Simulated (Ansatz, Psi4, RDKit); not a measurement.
Pair of molecules: H2O (SMILES O) (first 3 atoms) with CH3Br (SMILES CBr); geometry from B3LYP-D3(BJ)/def2-TZVP.
(charge 0, multiplicity 1):
```xyz
8

O     -0.1663     0.1574     0.8280
H      0.7565    -0.0377     1.0393
H     -0.1380     0.9528     0.2865
C      0.6659    -0.0111     4.0607
Br     2.3951    -0.1542     3.1373
H      0.7391     0.8236     4.7484
H      0.5066    -0.9455     4.5865
H     -0.0837     0.1556     3.2950
```

Monomers are frozen at their geometry in the pair; levels with a basis set take the counterpoise correction. RDKit's UFF carries no charges.

Frozen-core correlation. Filled d and f shells under p-block atoms count as core.

Codes used: Ansatz (Gaussian basis) for Hartree–Fock, density functionals and correlated methods; Psi4 for SAPT; RDKit for the force fields. Each number belongs to the level named beside it.

Question: Give the interaction energy at the level UFF.

Answer: 83 meV

Question: Predict the interaction energy from SAPT0/aug-cc-pVDZ.

Answer: -165 meV

Question: What is the computed interaction energy (SVWN5/def2-TZVPPD)?

Answer: -261 meV

Ansatz is an electronic-structure program.
